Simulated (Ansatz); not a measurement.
The cluster K₃Br₃⁻. Charge -1, multiplicity 2. Geometry PBE-D4/def2-SVPD; atoms count from 1.

```csv
atom,x (Å),y (Å),z (Å)
K1,-0.535,-0.831,-2.289
K2,1.704,-1.264,1.303
K3,-1.856,1.069,1.286
Br4,0.650,1.020,3.171
Br5,2.447,-1.615,-1.721
Br6,-2.410,1.621,-1.750
```

The highest occupied level of the charge -1 doublet lies above zero (up to 0.12 eV). It is a level of α spin, whose loss leaves a singlet; that state wasn't run at this geometry and level. The electron is either unbound and held by the finite basis, or the level is raised by self-interaction error. Another isomer (doublet) lies 0.25 eV lower at PBE0-D4/def2-TZVPD; other spin states weren't run for this one.

(1) Estimate the Mulliken populations from the PBE0/def2-TZVPD orbitals of Ansatz.

(2) Where does the spin sit?

Answers

(1) 
```json
{"atom": "K1", "charge (e)": "0.56", "spin (α − β)": "0.36"}
{"atom": "K2", "charge (e)": "0.56", "spin (α − β)": "0.35"}
{"atom": "K3", "charge (e)": "0.55", "spin (α − β)": "0.36"}
{"atom": "Br4", "charge (e)": "-0.89", "spin (α − β)": "-0.03"}
{"atom": "Br5", "charge (e)": "-0.89", "spin (α − β)": "-0.02"}
{"atom": "Br6", "charge (e)": "-0.89", "spin (α − β)": "-0.03"}
```
Mulliken values and Mayer orders depend strongly on the basis. With diffuse functions, as here, like atoms can get unlike values, and bond orders can come out too low or too high.

(2) Summed by element: K 1.08, Br -0.08, of 1 unpaired in all. Largest on single atoms: K3 0.36, K1 0.36, K2 0.35.
